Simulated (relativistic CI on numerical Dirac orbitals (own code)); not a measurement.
## Radial parameters of Pr42+

Calculated at this level of theory: Dirac-Coulomb-Breit CI, KLI orbitals optimised for each configuration, a model potential for QED, unscaled Slater integrals (own radial code, finite nucleus).

Slater integrals F^k, G^k are unscaled and averaged over j, outside the closed core [Ne]; ζ comes from projecting the Hamiltonian with its Breit term on Σ l·s of the shell.

- 3s²3p⁵: ζ(3p) = 637930 cm⁻¹; <r>(3p) = 0.2427, <r^2>(3p) = 0.06807 (bohr units).
- 3s²3p⁴3d: F^2(3p,3p) = 405640, ζ(3p) = 637230, F^2(3p,3d) = 408380, G^1(3p,3d) = 427640, G^3(3p,3d) = 288120, ζ(3d) = 86416 cm⁻¹; <r>(3p) = 0.2429, <r^2>(3p) = 0.0682, <r>(3d) = 0.215, <r^2>(3d) = 0.05337 (bohr units).
- 3s3p⁵3d: G^1(3s,3p) = 512870, ζ(3p) = 637040, G^2(3s,3d) = 321750, F^2(3p,3d) = 408140, G^1(3p,3d) = 427540, G^3(3p,3d) = 288010, ζ(3d) = 86859 cm⁻¹; <r>(3s) = 0.2497, <r^2>(3s) = 0.07106, <r>(3p) = 0.2431, <r^2>(3p) = 0.06828, <r>(3d) = 0.2151, <r^2>(3d) = 0.05346 (bohr units).

Averages of the first 10 configurations, taken without configuration mixing, which lowers the lowest level and can move excited configurations by several eV; other configurations of the list can lie among them:

| Configuration | Parity | States | Average energy above the lowest level (eV) |
| --- | --- | --- | --- |
| 3s²3p⁵ | odd | 6 | 48.2 |
| 3s3p⁶ | even | 2 | 280.5 |
| 3s²3p⁴3d | even | 150 | 290.1 |
| 3s3p⁵3d | odd | 120 | 514.9 |
| 3p⁶3d | even | 10 | 757.3 |
| 3s3p⁴3d² | even | 1350 | 756.0 |
| 3s²3p³3d4p | even | 1200 | 1867.4 |
| 3p⁶4s | even | 2 | 2009.9 |
| 3s3p⁴3d4s | even | 600 | 1998.6 |
| 3s²3p⁴4s | even | 30 | 1540.0 |
